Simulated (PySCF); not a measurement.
# Computed records: BFHN

Computed with PySCF 2.14.0. Calculation on a computer-drawn molecule: vertical ionisation energy to the stated ion spin, frozen-core CCSD(T) at the basis limit and cheaper methods, single-reference cases, UHF for radicals, no spin-orbit; all values are single points at the evaluated structure, the first of each entry, which is the reference or a displaced copy of it and isn't optimised; the reference structure only sets the zero of the energies above reference; triples share is (T) over the correlation energy.

```xyz
4
formula=BFHN charge=0 multiplicity=1 ion_multiplicity=2 diffuse_functions=no basis=cc-pVnZ reference_is=the_Hartree-Fock_double-zeta_minimum best_is=HF_at_quadruple_zeta_+_MP2_correlation_extrapolated_from_triple_and_quadruple_zeta_+_CCSD(T)_minus_MP2_at_triple_zeta basis_step_is=the_size_of_the_change_from_the_same_recipe_one_zeta_lower ionisation_energy_best=12.17 ionisation_energy_basis_step=0.09122 energy_above_reference_best=29.83 energy_above_reference_basis_step=1.375 ionisation_energy_Koopmans_at_triple_zeta=12.44 ionisation_energy_EOM_CCSD_at_triple_zeta=12.04 total_energy_HF_triple_zeta=-179.2190 total_energy_CCSD(T)_triple_zeta=-179.7970 total_energy_best=-179.8870 T1_diagnostic_at_triple_zeta=0.0154 D1_diagnostic_at_triple_zeta=0.03767 ion_T1_diagnostic_at_triple_zeta=0.02344 ion_D1_diagnostic_at_triple_zeta=0.09675 ion_spin_squared_at_triple_zeta=0.7586 triples_share_at_triple_zeta=0.0389 basis_functions_triple_zeta=104 dipole_magnitude_HF_at_triple_zeta=1.494 dipole_magnitude_CCSD_unrelaxed_at_triple_zeta=1.603 dipole_magnitude_PBE_at_triple_zeta=1.445 dipole_magnitude_r2SCAN_at_triple_zeta=1.423 dipole_magnitude_B3LYP_at_triple_zeta=1.495 dipole_magnitude_wB97X_at_triple_zeta=1.45
N      0.0573    -0.3260     0.2853
B     -0.8888    -0.1488    -0.5044
F     -2.0771     0.2174    -1.4252
H      0.7901    -0.5207     0.7548
```

Units: ionisation_energy_best, ionisation_energy_basis_step, ionisation_energy_Koopmans_at_triple_zeta, ionisation_energy_EOM_CCSD_at_triple_zeta in eV; energy_above_reference_best, energy_above_reference_basis_step in kcal/mol; total_energy_HF_triple_zeta, total_energy_CCSD(T)_triple_zeta, total_energy_best in hartree; dipole_magnitude_HF_at_triple_zeta, dipole_magnitude_CCSD_unrelaxed_at_triple_zeta, dipole_magnitude_PBE_at_triple_zeta, dipole_magnitude_r2SCAN_at_triple_zeta, dipole_magnitude_B3LYP_at_triple_zeta, dipole_magnitude_wB97X_at_triple_zeta in debye.

Reference structure:
```xyz
4
BFHN
N      0.0500    -0.3300     0.2233
B     -0.9055    -0.1195    -0.5101
F     -1.9174     0.1034    -1.2869
H      0.8184    -0.4994     0.8132
```

Drawn bonds:
```tsv
atom	other atom	order
1	2	2
2	3	1
1	4	1
```

Triple zeta:
```tsv
method	ionisation energy (eV)	energy above reference (kcal/mol)
HF	10.45	35.99
PBE	11.81	28.01
r2SCAN	11.74	30.55
B3LYP	11.94	30.02
wB97X	11.88	30.24
MP2	12.16	29.08
CCSD	11.86	30.5
CCSD(T)	11.96	29.33
```
